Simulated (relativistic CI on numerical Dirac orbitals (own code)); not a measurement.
Radial Dirac CI calculation of Bi2+.

Command:

```sh
python run_levels.py task.json out
```

Input:

```
atom Bi  Z=83  charge=2  electrons=81
nucleus A=209  rms_radius_fm=5.5211
hamiltonian dirac-coulomb  breit=on  qed=on  c_scale=1
orbitals kli  potential=per-configuration
slater_scale 1
correlation none
mixing on
grid step=0.0125 r_max=86.5
scf mixing=0.4 start=green max_iterations=150 tolerance=2e-08 node_fill=0.05
configurations
  [Xe] 4f14 5d10 6s2 6p
  [Xe] 4f14 5d10 6s 6p2
end
```

Output:

```
SCF 1: [Xe] 4f14 5d10 6s2 6p
 iter      energy (Ha)   residual   last orbital (Ha)
    1    -21520.284182   3.37e+00     -1.49373
    2    -21561.531567   9.01e-01     -0.96049
    3    -21564.503815   2.80e-01     -0.82919
    4    -21564.775643   1.42e-01     -0.83873
    5    -21564.805475   1.36e-02     -0.82221
    6    -21564.804242   6.45e-03     -0.81974
    7    -21564.805114   1.23e-03     -0.82020
    8    -21564.805372   3.85e-04     -0.82033
    9    -21564.805318   9.37e-06     -0.82028
   10    -21564.805318   4.04e-06     -0.82028
   11    -21564.805318   1.71e-07     -0.82028
   12    -21564.805318   9.00e-09     -0.82028
SCF 2: [Xe] 4f14 5d10 6s 6p2
 iter      energy (Ha)   residual   last orbital (Ha)
    1    -21520.194153   3.35e+00     -1.49373
    2    -21561.148984   9.00e-01     -0.95700
    3    -21564.120606   2.81e-01     -0.82772
    4    -21564.388104   1.43e-01     -0.84124
    5    -21564.417221   1.23e-02     -0.82528
    6    -21564.416266   6.22e-03     -0.82347
    7    -21564.417157   5.56e-04     -0.82403
    8    -21564.417320   5.39e-04     -0.82417
    9    -21564.417247   7.71e-06     -0.82410
   10    -21564.417246   4.31e-06     -0.82411
   11    -21564.417246   2.59e-07     -0.82411
   12    -21564.417246   7.02e-09     -0.82411
orbital energies (Ha): 5s -6.5286  5p1/2 -4.9395  5p3/2 -4.0472  5d3/2 -1.8301  5d5/2 -1.7210  6s -1.2575  6p1/2 -0.9154  6p3/2 -0.8203
configuration averages (Ha): Dirac-Coulomb, Breit, QED
  6s2 6p                      -21564.805318   25.839161   17.834359
  6s 6p2                      -21564.417246   25.839127   17.832642
levels: no., configuration, term, J, E (cm-1), weight
   1 6s2 6p                 2P*  1/2              0.0  1.00
   2 6s2 6p                 2P*  3/2          21267.3  1.00
   3 6s 6p2                 4P   1/2          59658.6  0.91
   4 6s 6p2                 4P   3/2          71083.2  0.98
   5 6s 6p2                 4P   5/2          80523.3  0.85
   6 6s 6p2                 2D   3/2          99894.2  0.91
   7 6s 6p2                 2D   5/2         108951.4  0.85
   8 6s 6p2                 2P   1/2         111039.0  0.57
   9 6s 6p2                 2S   1/2         131701.5  0.56
  10 6s 6p2                 2P   3/2         135852.8  0.92
lowest total energy -21521.196399 Ha
end: converged
```

With so few configurations and no correlation, terms lie too far apart (by 10 to 50 % or more near neutrality), their order can be wrong, and levels of other configurations are missing.

Run time about 0.38 s of CPU on one thread of Neoverse-N1 (shared host).
